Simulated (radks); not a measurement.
Values are calculated unless marked as measured or tabulated.
The tungsten ion W+, 73 electrons, occupied as [Xe] 4f14 5d4 6s1. Level of theory: scalar-relativistic Kohn-Sham, exchange-only B88, spin-unpolarised, spherical densities, point nucleus (a radial shooting solver on a logarithmic mesh with Libxc functionals).

Local quantities along the radius. ELF = 1/(1 + alpha^2) is the electron localisation function; alpha = (tau - tau_W)/tau_unif compares the Pauli kinetic energy density with that of the uniform gas. tau is taken from the large components.

r (bohr)	ELF	alpha
0.002029	0.999	0.02886
0.002381	0.999	0.03136
0.002772	0.999	0.03443
0.003253	0.999	0.03868
0.003817	0.998	0.04436
0.004444	0.997	0.05164
0.005215	0.996	0.06217
0.006071	0.994	0.07626
0.007124	0.991	0.09769
0.00836	0.983	0.1299
0.009733	0.970	0.1766
0.01142	0.939	0.2538
0.0133	0.880	0.3701
0.0156	0.760	0.5615
0.01831	0.586	0.8407
0.02132	0.429	1.155
0.02502	0.339	1.396
0.02912	0.344	1.381
0.03417	0.438	1.132
0.0401	0.583	0.8449
0.04669	0.696	0.6612
0.05479	0.743	0.5887
0.06378	0.709	0.6413
0.07485	0.578	0.8545
0.08784	0.408	1.204
0.1023	0.344	1.380
0.12	0.434	1.141
0.1408	0.611	0.7975
0.1639	0.715	0.6313
0.1924	0.695	0.6627
0.224	0.515	0.9699
0.2628	0.291	1.562
0.3084	0.308	1.499
0.3591	0.526	0.9492
0.4214	0.691	0.6681
0.4905	0.706	0.6450
0.5756	0.608	0.8022
0.6755	0.440	1.128
0.7864	0.342	1.387
0.9229	0.386	1.261
1.074	0.510	0.9794
1.261	0.582	0.8466
1.48	0.530	0.9410
1.722	0.398	1.231
2.021	0.269	1.647
2.353	0.214	1.914
2.761	0.207	1.956
3.24	0.206	1.963
3.772	0.177	2.160
4.427	0.114	2.784
5.154	0.054	4.186
6.048	0.016	7.794
7.097	0.003	18.09
8.262	0.000	50.77

On this mesh the ELF has minima near r = 0.025, 0.10, 0.26, 0.79 bohr, which separate the shells, and maxima near 0.055 (0.74), 0.16 (0.72), 0.49 (0.71), 1.3 (0.58).

Self-consistent cycle (total energy in hartree, residual of the potential): 1: -16125.72472, 1e+01; 2: -16137.25786, 5e+00; 3: -16139.16751, 1e+00; 4: -16139.07713, 9e-01; 5: -16139.17379, 2e-01; 6: -16139.18193, 9e-02; 7: -16139.18335, 2e-02; 8: -16139.18340, 2e-03; 9: -16139.18340, 1e-04; 10: -16139.18340, 3e-05; 11: -16139.18340, 3e-05; 12: -16139.18340, 6e-06; 13: -16139.18340, 5e-08; 14: -16139.18340, 1e-08.
